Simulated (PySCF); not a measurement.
Geometry:
| atom | x (Å) | y (Å) | z (Å) |
| --- | --- | --- | --- |
| C1 | -2.416 | 0.704 | 0.093 |
| C2 | -1.539 | -0.545 | 0.076 |
| C3 | -0.078 | -0.233 | 0.189 |
| C4 | 0.690 | -0.614 | 1.217 |
| Se5 | 2.522 | -0.279 | 1.509 |
| C6 | 2.902 | 0.776 | -0.067 |
| H7 | -3.480 | 0.448 | -0.027 |
| H8 | -2.301 | 1.253 | 1.041 |
| H9 | -2.145 | 1.393 | -0.723 |
| H10 | -1.719 | -1.096 | -0.865 |
| H11 | -1.836 | -1.225 | 0.892 |
| H12 | 0.350 | 0.364 | -0.625 |
| H13 | 0.261 | -1.208 | 2.033 |
| H14 | 2.283 | 1.683 | -0.083 |
| H15 | 2.736 | 0.186 | -0.979 |
| H16 | 3.961 | 1.061 | -0.006 |

Geometry: PBE0-D3(BJ)/def2-SVP; GIAO absolute shieldings from PySCF 2.14, gas phase, non-relativistic, averaged over equivalent atoms.

At PBE0/pcSseg-1 (176 basis functions, 23 s wall time on 1 thread of an Arm Neoverse V1, shared host):
| atoms | σ (ppm) |
| --- | --- |
| C3 | 49.3 |
| C4 | 49.7 |
| C2 | 151.7 |
| C1 | 166.8 |
| C6 | 172.7 |
| Se5 | 1602.5 |
| H13 | 25.17 |
| H12 | 26.10 |
| H10/H11 | 29.15 |
| H14/H15/H16 | 29.38 |
| H7/H8/H9 | 30.26 |

**Question.** Predict the values at CAM-B3LYP/pcSseg-1 on the same geometry.

**Answer.** 
```csv
atoms,σ at CAM-B3LYP/pcSseg-1,change
C3,43.5,-5.8
C4,43.6,-6.1
C2,150.2,-1.5
C1,164.9,-1.9
C6,171.4,-1.3
Se5,1566.7,-35.8
H13,25.28,+0.11
H12,26.15,+0.05
H10/H11,29.27,+0.12
H14/H15/H16,29.49,+0.11
H7/H8/H9,30.30,+0.04
```

The largest change is at Se5 (selenium bonded to 2 C). Cost: 176 basis functions, 30 s wall time on 1 thread of an Arm Neoverse V1, shared host. The order of the carbon signals is the same at both levels.

Relativistic effects, spin–orbit coupling among them, are left out; they matter for Se and for the light atoms bonded to it.
